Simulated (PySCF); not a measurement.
A structure optimised at PBE0-D3(BJ)/def2-SVP, used in a PySCF frequency run:

```xyz
10

Cl    -1.7604    -1.2827    -0.8654
Si    -0.5265    -0.4912     0.5916
N      1.1204    -1.0488     0.3897
C      1.9729    -0.1625     0.0679
O      1.7510     1.1526    -0.1094
Si     0.1289     1.7131     0.1556
H     -1.0865    -0.8623     1.9148
H      3.0338    -0.4077    -0.1036
H     -0.3274     2.3729    -1.0970
H      0.1849     2.6923     1.2765
```
Charge 0, spin multiplicity 1.

**Question.** Write its SMILES and formula.

**Answer.** Cl[Si@H]1N=CO[SiH2]1, CH4ClNOSi2

**Question.** What are its rotational constants (standard atomic weights)?

**Answer.** 3.4136, 1.3574, 1.1187 GHz
